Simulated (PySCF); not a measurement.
Ga (gallium, neutral) across methods

[Ar] 3d10 4s1 4p1 5s1, high-spin 4P determinant (an excited configuration). Calculation: PySCF 2.14, in aug-cc-pVTZ-PP with one added diffuse shell each of s, d, f type with ECP10MDF (7s5p5d3f, 68 functions); scalar relativity through the core potential. The B2PLYP total includes its PT2 part (frozen core); its orbital energies are those of the SCF part.

| method | E (hartree) | mean ε 4s α (eV) | mean ε 4p α (eV) | mean ε 5s α (eV) | Σ⟨r²⟩ (bohr²) | ⟨S²⟩ |
| --- | --- | --- | --- | --- | --- | --- |
| B2PLYP | -258.7489 | -16.166 | -8.389 | -2.375 | 84.13 | 3.751 |
| r2SCAN | -259.0183 | -14.210 | -6.870 | -1.906 | 80.42 | 3.752 |
| wB97X-V | -259.0862 | -17.385 | -9.577 | -3.028 | 83.53 | 3.751 |
| UHF | -258.03569 | -18.222 | -10.276 | -2.896 | 87.97 | 3.751 |
| LDA | -258.6901 | -13.985 | -6.463 | -1.969 | 78.22 | 3.751 |
| BP86 | -259.2559 | -13.840 | -6.525 | -2.007 | 78.59 | 3.751 |
| PBE | -259.1299 | -13.707 | -6.451 | -1.930 | 79.95 | 3.751 |
| PBE0 | -259.0945 | -14.967 | -7.487 | -2.241 | 81.11 | 3.751 |

Estimate the same row for CAM-B3LYP.

E (hartree) = -259.0883; mean ε 4s α (eV) = -16.519; mean ε 4p α (eV) = -8.656; mean ε 5s α (eV) = -2.620; Σ⟨r²⟩ (bohr²) = 82.34; ⟨S²⟩ = 3.750.

Energies and moments cover only the electrons outside the core potential. The outer electron is Rydberg-like, and this basis confines it to a smaller radius and binds it less than a complete one would.
